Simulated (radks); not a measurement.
The numbers below are computed, except where a source is named.
Species: Bi48+. Configuration: [Ar] 3d10 4s2 4p5. Level of theory: non-relativistic Kohn-Sham, PBE, spin-polarised, spherical densities, point nucleus; open shells are filled with parallel spins first (spin-orbit coupling, left out, can overturn this in heavy ions); relativity is left out, which matters for an element this heavy (a radial shooting solver on a logarithmic mesh with Libxc functionals).

Normalised radial functions P(r) = r R(r), r in bohr:

r,3d down
0.001247,0.0001
0.001585,0.0001
0.002015,0.0002
0.002562,0.0005
0.003256,0.0010
0.004107,0.0019
0.005221,0.0038
0.006637,0.0074
0.008437,0.0146
0.01073,0.0281
0.01363,0.0535
0.01733,0.0995
0.02204,0.1804
0.02801,0.3169
0.03561,0.5346
0.04527,0.8581
0.05755,1.2942
0.07316,1.8082
0.093,2.2990
0.1182,2.6040
0.1503,2.5586
0.1895,2.1297
0.241,1.4235
0.3063,0.7270
0.3894,0.2650
0.495,0.0628
0.6293,0.0086
0.8,0.0006
1.017,0.0000

3d down: eigenvalue -4973.4 eV, 0 radial nodes, <r> = 0.156 bohr, 90 % of the charge inside 0.239 bohr.
